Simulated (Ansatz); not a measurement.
`F[SiH](S)S`. Total charge 0; spin multiplicity 1. Geometry: relaxed with PBE0-D4/def2-TZVP. It is one conformer, not always the lowest.

```xyz
7

F     1.392   -1.008   -0.161
Si    0.062   -0.167    0.104
S    -1.262   -0.168   -1.543
S     0.584    1.866    0.370
H    -0.571   -0.802    1.278
H    -1.886   -1.289   -1.138
H     1.680    1.568    1.091
```

Task: What is the dipole moment at r2SCAN/def2-TZVPP? (An estimate is asked.)

Result: Ansatz gave: 1.30 D, with components (-0.52, -0.61, 1.03) D in this frame, pointing from negative to positive charge.

Task: And with PBE, B3LYP, ωB97M-V? (Estimate.)

Result: The calculation gave: PBE 1.23 D, B3LYP 1.30 D, ωB97M-V 1.29 D.

Task: Give the Mulliken charges with r2SCAN, PBE, B3LYP in def2-TZVPP. (Estimate.)

Result: The calculation gave: 
| atom | r2SCAN | PBE | B3LYP |
| --- | --- | --- | --- |
| F1 | -0.31 | -0.26 | -0.31 |
| Si2 | 0.64 | 0.53 | 0.63 |
| S3 | -0.24 | -0.22 | -0.23 |
| S4 | -0.24 | -0.23 | -0.24 |
| H5 | -0.08 | -0.07 | -0.07 |
| H6 | 0.11 | 0.12 | 0.11 |
| H7 | 0.11 | 0.12 | 0.11 |

B3LYP here is the variant with VWN-RPA as its local correlation; programs differ in this.
